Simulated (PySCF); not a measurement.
C5H9N, SMILES C=C(C)/N=C/C.

Coordinates come from a B3LYP-D3(BJ)/def2-SVP optimisation. The structure was generated by enumeration; whether it is a known compound was not checked. Other conformers were not sampled.

Two levels are set side by side: TDDFT-PBE/def2-SVPD (PySCF) and TDDFT-B3LYP/def2-SVPD (PySCF). Vertical, same geometry. The lowest singlet is HOMO→LUMO 95 % with PBE and HOMO→LUMO 87 % with the other functional; states are paired by order. Differences are taken from unrounded values.

| quantity | TDDFT-B3LYP | TDDFT-PBE | TDDFT-PBE minus TDDFT-B3LYP |
|---|---|---|---|
| lowest singlet excitation (eV) | 4.52 | 4.22 | -0.30 |
| lowest triplet excitation (TDA) (eV) | 3.58 | 3.39 | -0.19 |
| first bright state (f over 0.05) (eV) | 4.52 | 4.22 | -0.30 |
| its oscillator strength | 0.05 | 0.05 | 0.00 |

Functionals without exact exchange tend to place singlet excitations lower, as here. Differences between two approximate levels are no errors against the true value.

Rough cost on one machine, each run with all the roots and properties that it gave: TDDFT-B3LYP against TDDFT-PBE about 3 times.
